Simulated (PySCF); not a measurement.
# TDDFT excited states: F4Se2Si2

Cyclo-(F2SiSe)2.
Bonds: Si1–F2, Si1–F3, Si1–Se4, Si1–Se8, Se4–Si5, Si5–F6, Si5–F7, Si5–Se8.

Computed with PySCF, TDDFT B3LYP/def2-SVPD, vertical, gas phase, core orbitals frozen in the response. Geometry: PBE0-D3(BJ)/def2-SVP, one conformer, isolated molecule. The B3LYP/def2-SVPD calculation is non-relativistic and has no spin–orbit coupling, an omission that weighs most on selenium.

```csv
state,E (eV),E (hartree),f,"main configurations (H = HOMO, L = LUMO)"
S1,4.62,0.1697,0.0000,H→L (100%)
S2,5.47,0.2012,0.0000,H→L+1 (98%)
S3,5.52,0.2027,0.0000,H-1→L (99%)
S4,6.06,0.2228,0.0000,H-2→L (98%)
S5,6.19,0.2276,0.0001,H→L+2 (98%)
S6,6.33,0.2328,0.033,H-1→L+1 (90%)
S7,6.50,0.2388,0.022,"H→L+3 (77%), H-3→L (20%)"
S8,6.79,0.2494,0.0071,"H→L+4 (90%), H-1→L+1 (8%)"
S9,6.82,0.2505,0.034,H-2→L+1 (98%)
S10,7.12,0.2616,0.030,H-1→L+2 (96%)
```

Triplets, Tamm–Dancoff:

| state | E (eV) | λ (nm) | main configurations (H = HOMO, L = LUMO) |
| --- | --- | --- | --- |
| T1 | 4.34 | 285.7 | H→L (98%) |
| T2 | 5.17 | 239.9 | H-1→L (96%) |
| T3 | 5.28 | 234.9 | H→L+1 (96%) |
| T4 | 5.47 | 226.8 | H-2→L (98%) |

The lowest singlet lies at 4.62 eV (268 nm, ultraviolet) and is dark (f under 0.0005); its leading configuration is HOMO→LUMO (100%). The strongest level in the table is S9 at 6.82 eV (182 nm, f = 0.034). Löwdin shares by element: HOMO selenium 83%, silicon 13%; LUMO selenium 59%, silicon 30%. The oscillator strengths of these states sum to 0.127; summed over the whole spectrum of an exact calculation they would give the number of electrons, 132 (Thomas–Reiche–Kuhn). Of the 10 states listed, 4 reach f = 0.01 and 5 stay under 0.0005. The listed states span 2.50 eV, and the widest gap between neighbours is 0.86 eV (S1 to S2). Only the lowest 10 singlets were computed, as vertical energies without vibronic structure.

Hardware: Intel Xeon Platinum 8259CL at 2.50 GHz, one thread, no GPU, on a shared host. Cost: 74 s (with the writing of density and orbital grids), 1.0 GiB resident at most.
